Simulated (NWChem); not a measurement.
System: C2H3ClOSi; SMILES Cl[Si@@H]1OC=C1

Input file for NWChem:

```
start job
memory heap 200 mb stack 900 mb global 1100 mb
geometry units angstroms noautosym nocenter noautoz
  Cl    -0.035272     1.867851    -0.269017
  Si    -0.078964    -0.012298     0.577941
  C     -1.087404    -1.346605    -0.176414
  C      0.114225    -1.893736    -0.454701
  O      1.152392    -1.053602    -0.043623
  H      0.016535     0.174341     2.040479
  H     -2.076612    -1.738426    -0.355752
  H      0.417561    -2.833165    -0.913056
end
basis spherical
  Cl library def2-svp
  Si library def2-svp
  C library def2-svp
  O library def2-svp
  H library def2-svp
end
dft
  xc pbe0
  iterations 150
end
cosmo
  do_cosmo_smd true
  solvent chcl3
end
task dft energy
```

Excerpt of the output:

```
             Northwest Computational Chemistry Package (NWChem) 7.3.0
             --------------------------------------------------------

                             Geometry "geometry" -> ""
                             -------------------------

 Output coordinates in angstroms (scale by  1.889725989 to convert to a.u.)

  No.       Tag          Charge          X              Y              Z
 ---- ---------------- ---------- -------------- -------------- --------------
    1 Cl                  17.0000    -0.03527200     1.86785100    -0.26901700
    2 Si                  14.0000    -0.07896400    -0.01229800     0.57794100
    3 C                    6.0000    -1.08740400    -1.34660500    -0.17641400
    4 C                    6.0000     0.11422500    -1.89373600    -0.45470100
    5 O                    8.0000     1.15239200    -1.05360200    -0.04362300
    6 H                    1.0000     0.01653500     0.17434100     2.04047900
    7 H                    1.0000    -2.07661200    -1.73842600    -0.35575200
    8 H                    1.0000     0.41756100    -2.83316500    -0.91305600

 Effective nuclear repulsion energy (a.u.)     270.0355471622

                                 NWChem DFT Module
                                 -----------------

 Summary of "ao basis" -> "ao basis" (spherical)
 ------------------------------------------------------------------------------
       Tag                 Description            Shells   Functions and Types
 ---------------- ------------------------------  ------  ---------------------
 Cl                         def2-svp                 8       18   4s3p1d
 Si                         def2-svp                 8       18   4s3p1d
 C                          def2-svp                 6       14   3s2p1d
 O                          def2-svp                 6       14   3s2p1d
 H                          def2-svp                 3        5   2s1p

 in cosmo_initialize ...
 calling solv_data for solv:chcl3

 solvent parameters
 solvname_short: chcl3
 solvname_long:  chloroform
 dielec:        4.7113
 dielecinf:     2.0906
 nonaqueous SMD model solvent descriptors
 dielec:        4.7113
 sola:          0.1500
 solb:          0.0200
 solc:          0.0000
 solg:         38.3900
 solh:          0.7500
 soln:          1.4459

          ---------------
          -cosmo- solvent
          ---------------
 Cosmo: York-Karplus, doi: 10.1021/jp992097l
 dielectric constant -eps-     =   4.71
 screen = (eps-1)/(eps    )    =   0.78774
 surface charge correction     = lagrangian

   van der Waals surface
 --------------------------

 ---------- ATOMIC COORDINATES (A.U.) ------------ VDWR(ANG.) --
     1   -0.06665442    3.52972658   -0.50836842     2.380
     2   -0.14922032   -0.02323985    1.09215013     2.470
     3   -2.05489560   -2.54471446   -0.33337412     1.850
     4    0.21585395   -3.57864213   -0.85926030     1.850
     5    2.17770511   -1.99101908   -0.08243552     2.024
     6    0.03124662    0.32945672    3.85594620     1.200
     7   -3.92422766   -3.28514879   -0.67227380     1.200
     8    0.78907587   -5.35390553   -1.72542565     1.200
 number of segments per atom =        128
 number of   points per atom =        128
 atom (   nspa,  nppa )
 ----------------------
    1 (     92,     0 )       0
    2 (     52,     0 )       0
    3 (     44,     0 )       0
    4 (     40,     0 )       0
    5 (     60,     0 )       0
    6 (     31,     0 )       0
    7 (     54,     0 )       0
    8 (     52,     0 )       0
 number of -cosmo- surface points =      425
 molecular surface =    135.120 angstrom**2
 molecular volume  =    125.529 angstrom**3
 -lineq- algorithm             =   0
 -bem- low  level              =   3
 -bem- from -octahedral-
 gaussian surface charge width =   4.50000
 degree of switching           =   1.00000
 switching function tolerance  =   0.00010
 atomic radii =
 --------------
    1 17.000  2.380
    2 14.000  2.470
    3  6.000  1.850
    4  6.000  1.850
    5  8.000  2.024
    6  1.000  1.200
    7  1.000  1.200
    8  1.000  1.200
 ...... end of -cosmo- initialization ......

 nat:                     8
 ixmem:                  3618
 calling mnsol_interface()
 G(SMD-CDS) energy (kcal/mol)  =    -0.679
 SMD-CDS SASA (angstrom**2)    =   140.960

            General Information
            -------------------
          SCF calculation type: DFT
          Wavefunction type:  closed shell.
          No. of atoms     :     8
          No. of electrons :    54
           Alpha electrons :    27
            Beta electrons :    27
          Charge           :     0
          Spin multiplicity:     1
          Use of symmetry is: off; symmetry adaption is: off
          Maximum number of iterations: 150
          AO basis - number of functions:    93
                     number of shells:    43
          Convergence on energy requested:  1.00D-06
          Convergence on density requested:  1.00D-05
          Convergence on gradient requested:  5.00D-04

              XC Information
              --------------
                         PBE0 Method XC Functional
                     Hartree-Fock (Exact) Exchange  0.250
          PerdewBurkeErnzerhof Exchange Functional  0.750
            Perdew 1991 LDA Correlation Functional  1.000 local
           PerdewBurkeErnz. Correlation Functional  1.000 non-local

             Grid Information
             ----------------
          Grid used for XC integration:  medium
          Radial quadrature: Mura-Knowles
          Angular quadrature: Lebedev.
          Tag              B.-S. Rad. Rad. Pts. Rad. Cut. Ang. Pts.
          ---              ---------- --------- --------- ---------
          Cl                  1.00       88          12.0       590
          Si                  1.10       88          10.0       590
          C                   0.70       49          10.0       434
          O                   0.60       49          10.0       434
          H                   0.35       45          11.0       434
          Grid pruning is: on
          Number of quadrature shells:   458
          Spatial weights used:  Erf1

      Superposition of Atomic Density Guess
      -------------------------------------

 Sum of atomic energies:        -899.50067549

      Non-variational initial energy
      ------------------------------

 Total energy =    -901.792162
 1-e energy   =   -1778.344272
 2-e energy   =     606.516562
 HOMO         =      -0.298565
 LUMO         =       0.013872

   convergence    iter        energy       DeltaE   RMS-Dens  Diis-err
 ---------------- ----- ----------------- --------- --------- ---------
     COSMO gas phase
 d= 0,ls=0.0,diis     1   -902.0849594041 -1.17D+03  1.33D-02  6.99D-01
 d= 0,ls=0.0,diis     2   -902.0598767648  2.51D-02  7.49D-03  1.05D+00
 d= 0,ls=0.0,diis     3   -902.1657457723 -1.06D-01  1.90D-03  4.45D-02
 d= 0,ls=0.0,diis     4   -902.1682576788 -2.51D-03  1.03D-03  1.40D-02
 d= 0,ls=0.0,diis     5   -902.1699230326 -1.67D-03  2.57D-04  8.15D-04
  Resetting Diis
 d= 0,ls=0.0,diis     6   -902.1700265988 -1.04D-04  6.94D-05  5.01D-05
 d= 0,ls=0.0,diis     7   -902.1700334076 -6.81D-06  2.18D-05  1.19D-06
 d= 0,ls=0.0,diis     8   -902.1700333970  1.06D-08  1.15D-05  1.25D-06
 d= 0,ls=0.0,diis     9   -902.1700335554 -1.58D-07  2.05D-06  6.24D-08

   convergence    iter        energy       DeltaE   RMS-Dens  Diis-err
 ---------------- ----- ----------------- --------- --------- ---------
     COSMO solvation phase
 d= 0,ls=0.0,diis     1   -902.1749848834 -4.95D-03  1.04D-03  1.18D-03
 d= 0,ls=0.0,diis     2   -902.1752950139 -3.10D-04  2.67D-04  6.22D-04
 d= 0,ls=0.0,diis     3   -902.1753415941 -4.66D-05  1.10D-04  2.44D-04
 d= 0,ls=0.0,diis     4   -902.1753632039 -2.16D-05  3.81D-05  1.46D-05
 d= 0,ls=0.0,diis     5   -902.1753647715 -1.57D-06  1.17D-05  1.77D-06
 d= 0,ls=0.0,diis     6   -902.1753649837 -2.12D-07  3.54D-06  1.67D-07

         Total DFT energy =     -902.175364983680
      One electron energy =    -1781.224337627007
           Coulomb energy =      678.263027223419
    Exchange-Corr. energy =      -69.314472677017
 Nuclear repulsion energy =      270.035547162209

             COSMO energy =        0.064870934716

 Numeric. integr. density =       53.999999699838

                                COSMO-SMD solvation results
                                ---------------------------

             internal energy in gas <Psi(g)|H|Psi(g)> =      -902.170033555441
         internal energy in solvent <Psi(s)|H|Psi(s)> =      -902.169601065462
                               delta internal energy  =         0.000432489979 (    0.27 kcal/mol)
   total free energy in solvent <Psi(s)|H+V/2|Psi(s)> =      -902.174282837142
 polarization energy contribution <Psi(s)|V/2|Psi(s)> =        -0.004681771680 (   -2.94 kcal/mol)
    total free energy in solvent including G(SMD-CDS) =      -902.175364983680
                       G(SMD-CDS) energy contribution =        -0.001082146537 (   -0.68 kcal/mol)
     1 M fixed-concentration free energy of solvation =        -0.005331428238 (   -3.35 kcal/mol)

                       DFT Final Molecular Orbital Analysis
                       ------------------------------------

 Vector   25  Occ=2.000000D+00  E=-3.486362D-01
              MO Center=  1.0D-01,  1.0D+00, -1.5D-01, r^2= 3.2D+00
   Bfn.  Coefficient  Atom+Function         Bfn.  Coefficient  Atom+Function
  ----- ------------  ---------------      ----- ------------  ---------------
    11      0.451768  1 Cl px                 8      0.333077  1 Cl px
    13     -0.292406  1 Cl pz                68      0.227649  5 O  px
    10     -0.218007  1 Cl pz                 5      0.193864  1 Cl px
    71      0.163244  5 O  px                69     -0.137431  5 O  py
     7     -0.126595  1 Cl pz                12     -0.102732  1 Cl py

 Vector   26  Occ=2.000000D+00  E=-3.228883D-01
              MO Center= -3.0D-01,  1.5D-01,  1.7D-01, r^2= 4.1D+00
   Bfn.  Coefficient  Atom+Function         Bfn.  Coefficient  Atom+Function
  ----- ------------  ---------------      ----- ------------  ---------------
    13      0.326701  1 Cl pz                41      0.263024  3 C  py
    10      0.238753  1 Cl pz                79     -0.220066  6 H  s
    12      0.185313  1 Cl py                11      0.183574  1 Cl px
    42      0.168222  3 C  pz                80     -0.168737  6 H  s
    44      0.158542  3 C  py                28     -0.147029  2 Si pz

 Vector   27  Occ=2.000000D+00  E=-2.642151D-01
              MO Center= -1.5D-01, -1.3D+00, -1.8D-01, r^2= 2.1D+00
   Bfn.  Coefficient  Atom+Function         Bfn.  Coefficient  Atom+Function
  ----- ------------  ---------------      ----- ------------  ---------------
    70     -0.343771  5 O  pz                42      0.341984  3 C  pz
    45      0.286835  3 C  pz                73     -0.285924  5 O  pz
    56      0.237408  4 C  pz                41     -0.203356  3 C  py
    69      0.187023  5 O  py                44     -0.178355  3 C  py
    72      0.156883  5 O  py                59      0.138337  4 C  pz

 Vector   28  Occ=0.000000D+00  E=-1.432322D-02
              MO Center= -2.2D-01, -1.2D+00, -1.6D-01, r^2= 3.0D+00
   Bfn.  Coefficient  Atom+Function         Bfn.  Coefficient  Atom+Function
  ----- ------------  ---------------      ----- ------------  ---------------
    59      0.549503  4 C  pz                56      0.431376  4 C  pz
    30      0.380009  2 Si py                45     -0.353230  3 C  pz
    31     -0.350197  2 Si pz                12      0.266118  1 Cl py
    42     -0.255622  3 C  pz                 4     -0.240431  1 Cl s
    58     -0.241303  4 C  py                80      0.233709  6 H  s

 Vector   29  Occ=0.000000D+00  E= 1.239467D-02
              MO Center= -3.0D-01,  1.4D-01,  6.4D-01, r^2= 3.4D+00
   Bfn.  Coefficient  Atom+Function         Bfn.  Coefficient  Atom+Function
  ----- ------------  ---------------      ----- ------------  ---------------
    29      0.975125  2 Si px                39      0.812632  3 C  s
    67     -0.457963  5 O  s                 22     -0.407212  2 Si s
    53     -0.327886  4 C  s                 26      0.292747  2 Si px
    11     -0.283901  1 Cl px                57      0.279068  4 C  px
    80      0.225683  6 H  s                 44      0.191288  3 C  py

 Vector   30  Occ=0.000000D+00  E= 5.383517D-02
              MO Center=  1.4D-01,  3.2D-01,  7.1D-01, r^2= 3.9D+00
   Bfn.  Coefficient  Atom+Function         Bfn.  Coefficient  Atom+Function
  ----- ------------  ---------------      ----- ------------  ---------------
    80      0.914372  6 H  s                 30     -0.830157  2 Si py
    21     -0.669311  2 Si s                 22     -0.583726  2 Si s
     4      0.454831  1 Cl s                 12     -0.449100  1 Cl py
    29     -0.359567  2 Si px                39     -0.358471  3 C  s
    31     -0.338574  2 Si pz                13      0.330202  1 Cl pz

     Multipole analysis of the density
     ---------------------------------

     L   x y z        total         alpha         beta         nuclear
     -   - - -        -----         -----         ----         -------
     0   0 0 0     -0.000000    -27.000000    -27.000000     54.000000

     1   1 0 0     -0.568049     -0.314662     -0.314662      0.061276
     1   0 1 0     -0.628477      0.334710      0.334710     -1.297896
     1   0 0 1      0.228363     -0.031216     -0.031216      0.290795

     2   2 0 0    -32.270266    -56.117518    -56.117518     79.964771
     2   1 1 0      1.039132      2.129872      2.129872     -3.220611
     2   1 0 1     -0.141332     -0.697108     -0.697108      1.252884
     2   0 2 0    -29.551438   -214.166648   -214.166648    398.781858
     2   0 1 1      1.874361     -2.417567     -2.417567      6.709495
     2   0 0 2    -31.066555    -37.803813    -37.803813     44.541071
```

Level: PBE0/def2-SVP, SMD on the gas-phase geometry. The geometry was optimised at B3LYP/6-31G* (spherical d). Solvent: chloroform.
